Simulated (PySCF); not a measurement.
Shifts of the heteroatoms

Molfile (atoms numbered from 1):
```
C4H8N2Si2
     RDKit          3D

 16 15  0  0  0  0  0  0  0  0999 V2000
    1.7316    1.5403    0.7120 C   0  0  0  0  0  0  0  0  0  0  0  0
    1.6528    0.5425   -0.0346 N   0  0  0  0  0  0  0  0  0  0  0  0
    1.5301   -1.1524    0.2095 Si  0  0  0  0  0  4  0  0  0  0  0  0
   -0.6545   -1.6134   -0.4113 Si  0  0  0  0  0  4  0  0  0  0  0  0
   -1.5647   -0.0166   -0.8548 C   0  0  0  0  0  0  0  0  0  0  0  0
   -1.7919    0.9708    0.0171 C   0  0  0  0  0  0  0  0  0  0  0  0
   -1.3851    0.8861    1.3595 C   0  0  0  0  0  0  0  0  0  0  0  0
   -1.0438    0.8274    2.4547 N   0  0  0  0  0  0  0  0  0  0  0  0
    1.7300    2.5350    0.2712 H   0  0  0  0  0  0  0  0  0  0  0  0
    1.8041    1.5018    1.8007 H   0  0  0  0  0  0  0  0  0  0  0  0
    2.5356   -1.6436   -0.7347 H   0  0  0  0  0  0  0  0  0  0  0  0
    1.8514   -1.6819    1.5429 H   0  0  0  0  0  0  0  0  0  0  0  0
   -0.7772   -2.4686   -1.5992 H   0  0  0  0  0  0  0  0  0  0  0  0
   -1.4455   -2.2524    0.6485 H   0  0  0  0  0  0  0  0  0  0  0  0
   -1.8903    0.1376   -1.8756 H   0  0  0  0  0  0  0  0  0  0  0  0
   -2.2904    1.8965   -0.2500 H   0  0  0  0  0  0  0  0  0  0  0  0
  1  2  2  0
  2  3  1  0
  3  4  1  0
  4  5  1  0
  5  6  2  0
  6  7  1  0
  7  8  3  0
  1  9  1  0
  1 10  1  0
  3 11  1  0
  3 12  1  0
  4 13  1  0
  4 14  1  0
  5 15  1  0
  6 16  1  0
M  END
```

Level of theory: geometry: GFN2-xTB, σ from GIAO-PBE0/pcSseg-1, in PySCF (relativity neglected, gas phase, single conformer, averaged over atoms made equivalent by symmetry, fast rotation or ring inversion).

(1) Predict the 29Si NMR data.

(2) Where does 15N resonate?

Answers

(1) 
```
atoms                   environment  σ (ppm)  δ (ppm)
  Si3  silicon bonded to N, Si, 2 H    404.6    -52.6
  Si4  silicon bonded to C, Si, 2 H    436.5    -78.8
```

Shieldings were converted by a linear fit to measured shifts: 29Si (scatter 8.9 ppm rms, 25.8 ppm with the 6 outliers that the fit left out vs TMS, solution or neat liquid). A few per cent of atoms miss by over 2 rms, more outside the fitted compound classes.

On a 400 MHz spectrometer 29Si resonates near 79.5 MHz, so 1 ppm is 79.5 Hz.

(2) 
```json
{"atoms": "N2", "environment": "imine nitrogen", "σ (ppm)": "-132.9", "δ (ppm)": "-25.6"}
{"atoms": "N8", "environment": "nitrile nitrogen", "σ (ppm)": "-57.5", "δ (ppm)": "-95.1"}
```

Shieldings were converted by a linear fit to measured shifts: 15N (scatter 6.3 ppm rms vs CH3NO2, solution or neat liquid). Occasional misses reach two or three times the rms, and more in compound classes unlike the fitted ones.

On a 400 MHz spectrometer 15N resonates near 40.5 MHz, so 1 ppm is 40.5 Hz.
